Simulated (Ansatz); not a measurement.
Molecule: C4H8N, charge 0, multiplicity 2. It need not be the lowest isomer of its formula. 
Structure (B3LYP-D3(BJ)/def2-TZVP (Ansatz, a quantum-chemistry and plane-wave program) minimum search):
```
C
H 1 1.1038
N 1 1.4649 2 112.21
H 3 1.0144 1 110.03 2 72.67
H 3 1.0152 4 106.80 1 119.73
C 1 1.4978 2 112.14 3 132.61
H 6 1.0822 1 132.28 2 -73.79
C 6 1.4961 7 133.24 1 179.75
H 8 1.0951 6 116.22 7 -56.43
H 8 1.0965 9 106.99 6 -130.26
C 8 1.5590 9 115.70 10 -128.87
H 11 1.0882 8 113.26 9 -10.59
H 11 1.0893 12 109.76 1 129.51
```
Charge 0, spin multiplicity 2.

Parts of the frozen-core correlation energy in 6-31G (Ansatz, hartree). Frozen orbitals: 5; correlated occupied orbitals by spin: 15 and 14; virtual: 41 and 42. Open shells are spin-unrestricted. Spin-orbit coupling is left out. Non-relativistic.

```tsv
term	value
reference (HF)	-210.39667
MP2 opposite-spin	?
MP2 same-spin	?
CCSD correlation	-0.49874
(T)	?
T1 diagnostic	0.009
largest doubles amplitude	0.020
<S^2> of the reference	0.767
```

Task: Complete the blanks.

Result: 
- MP2 opposite-spin, value: -0.34492
- MP2 same-spin, value: -0.09965
- (T), value: -0.01201
